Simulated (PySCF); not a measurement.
# State search for AlSn

Unrestricted PBE0; Al def2-SVPD, Sn def2-SVPD with ECP28; scalar-relativistic core potentials (PySCF 2.14). Outer shells of the fragments: Al 3s2 3p1; Sn 4d10 5s2 5p2.

Followed along the bond (rough minima from three points):

```
2Ms+1   unpaired  ⟨S²⟩ at the start  R at minimum (Å)  Te (eV)
    4  σ ↑, π ↑↑               3.75              2.67     0.00
    2  σ ↓, π ↑↑               1.77              2.64     0.27
    2  σ ↑, π ↑↓               1.77              2.66     0.35
    2        σ ↑               0.76              2.68     0.95
    2        π ↑               0.78              2.50     1.07
```

Solutions found at the starting distance of 2.545 Å, counted from the lowest of them; the search is not exhaustive and high or unbound solutions are not listed, so other states can lie among these:

| 2Ms+1 | unpaired | term | E (eV) | ⟨S²⟩ | ⟨Lz²⟩ | μ (D) |
| --- | --- | --- | --- | --- | --- | --- |
| 4 | σ ↑, π ↑↑ | ⁴Σ⁻ | 0.00 | 3.75 | 0.00 | -0.60 |
| 2 | σ ↓, π ↑↑ | mixed | 0.27 | 1.77 | 0.00 | -0.67 |
| 2 | σ ↑, π ↑↓ | mixed | 0.35 | 1.77 | 2.01 | -0.54 |
| 2 | σ ↑ | mixed | 0.96 | 0.76 | 2.00 | -0.34 |
| 2 | π ↑ | ²Π | 1.03 | 0.78 | 1.00 | -1.17 |
| 2 | π ↑ | ²Π | 1.12 | 0.75 | 1.00 | 0.88 |
| 4 | π ↑↑↑ | ⁴Π | 2.24 | 3.76 | 1.01 | -0.13 |
| 4 | σ ↑, π ↑↑ | mixed | 2.41 | 3.76 | 2.01 | 1.41 |
| 4 | π ↑↑, δ ↑ | ⁴Δ | 5.69 | 3.76 | 4.00 | -0.05 |

A term symbol is given only where ⟨S²⟩ and ⟨Lz²⟩ are close to those of a pure state; real π, δ and φ orbitals otherwise mix terms. A positive dipole means Al(−)Sn(+).

Spin–orbit coupling is left out.
